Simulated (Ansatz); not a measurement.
One change: `[AsH2][SiH]1CO1` becomes `[SiH3]S[SiH]1CO1`.

Ansatz, PBE0-D4/def2-TZVP geometries, multiplicity 1. Each molecule was computed in one conformer, which needn't be the lowest.

Scalar relativity is left out up to krypton.

| property | `[AsH2][SiH]1CO1` |
| --- | --- |
| LUMO energy (B3LYP/def2-TZVPP) / eV | -0.81 |
| HOMO energy (PBE/def2-TZVPP) / eV | -6.32 |
| HOMO–LUMO gap (B3LYP/def2-TZVPP) / eV | 6.51 |
| LUMO energy (PBE/def2-TZVPP) / eV | -1.44 |
| LUMO energy (PBE0/def2-TZVPP) / eV | -0.61 |
| size of the dipole moment (B3LYP/def2-TZVPP) / D | 1.95 |

Q: What does the change do to each property? (An estimate is asked.)

A: The calculation gave: 
```tsv
property	`[SiH3]S[SiH]1CO1`	shift
LUMO energy (B3LYP/def2-TZVPP) / eV	-0.63	0.18
HOMO energy (PBE/def2-TZVPP) / eV	-6.20	0.12
HOMO–LUMO gap (B3LYP/def2-TZVPP) / eV	6.58	0.07
LUMO energy (PBE/def2-TZVPP) / eV	-1.27	0.17
LUMO energy (PBE0/def2-TZVPP) / eV	-0.44	0.17
size of the dipole moment (B3LYP/def2-TZVPP) / D	2.08	0.13
```

With PBE0 the HOMO rises by 0.12 eV and the LUMO rises by 0.17 eV, so the gap widens by about 0.05 eV. PBE moves the HOMO by 0.12 eV and ωB97M-V by 0.10 eV. Dipoles are sizes alone; their direction can turn.

B3LYP here is the variant with VWN-RPA as its local correlation; programs differ in this.
